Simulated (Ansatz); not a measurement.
C$_{4}$H$_{2}$F$_{2}$Ge (`C#[C][Ge]([F])([F])[C]#C`). Total charge 0; spin multiplicity 1. All single points use the PBE0-D4/def2-TZVP geometry.

```xyz
9

C    -1.694    1.940   -0.837
C    -0.739    1.343   -0.414
Ge    0.731    0.384    0.237
F     1.144    0.982    1.791
F     2.096    0.721   -0.745
C     0.496   -1.470    0.339
C     0.325   -2.659    0.394
H    -2.538    2.473   -1.211
H     0.178   -3.714    0.445
```

(1) What is the dipole moment at ωB97M-V/def2-TZVPP? (Best estimate.)

(2) And with PBE, r2SCAN, B3LYP? (An estimate is asked.)

(3) Give the Mulliken charges with ωB97M-V, B3LYP, r2SCAN in def2-TZVPP. (Estimate.)

Results:

(1) Ansatz gave: 3.44 D, with components (-2.92, -1.54, -0.95) D in this frame, pointing from negative to positive charge.

(2) Ansatz gave: PBE 3.26 D, r2SCAN 3.40 D, B3LYP 3.43 D.

(3) The calculation gave: 
```
atom  ωB97M-V  B3LYP  r2SCAN
  C1    -0.11  -0.05   -0.12
  C2    -0.32  -0.39   -0.29
 Ge3     1.08   1.06    1.07
  F4    -0.35  -0.36   -0.35
  F5    -0.35  -0.36   -0.35
  C6    -0.32  -0.39   -0.29
  C7    -0.11  -0.05   -0.12
  H8     0.24   0.26    0.23
  H9     0.24   0.26    0.23
```

B3LYP here is the variant with VWN-RPA as its local correlation; programs differ in this.
